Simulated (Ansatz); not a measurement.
`C=C=C([SiH3])Cl`. Total charge 0; spin multiplicity 1. All single points use the PBE0-D4/def2-TZVP geometry.

```xyz
10

C    -0.154   -2.215    0.186
C     0.310   -1.008    0.065
C     0.720    0.220   -0.055
Si   -0.430    1.690   -0.113
Cl    2.427    0.578   -0.173
H    -0.400   -2.812   -0.687
H    -0.303   -2.664    1.163
H    -0.107    2.608    1.008
H    -1.823    1.195    0.004
H    -0.239    2.409   -1.398
```

(1) What is the dipole moment at ωB97M-V/def2-TZVPP? (An estimate is asked.)

(2) And with PBE, r2SCAN, B3LYP? (Estimate.)

(3) Give the Mulliken charges with ωB97M-V, r2SCAN, PBE in def2-TZVPP. (Estimate.)

## Answers

(1) Computed: 1.73 D, with components (-1.40, -1.00, 0.15) D in this frame, pointing from negative to positive charge.

(2) Ansatz gave: PBE 1.61 D, r2SCAN 1.73 D, B3LYP 1.69 D.

(3) The calculation gave: 
| atom | ωB97M-V | r2SCAN | PBE |
| --- | --- | --- | --- |
| C1 | -0.20 | -0.17 | -0.19 |
| C2 | 0.05 | 0.14 | 0.05 |
| C3 | -0.17 | -0.21 | -0.09 |
| Si4 | 0.19 | 0.32 | 0.22 |
| Cl5 | -0.07 | -0.12 | -0.10 |
| H6 | 0.13 | 0.11 | 0.12 |
| H7 | 0.13 | 0.11 | 0.12 |
| H8 | -0.01 | -0.06 | -0.04 |
| H9 | -0.02 | -0.06 | -0.05 |
| H10 | -0.01 | -0.06 | -0.04 |

B3LYP here is the variant with VWN-RPA as its local correlation; programs differ in this.
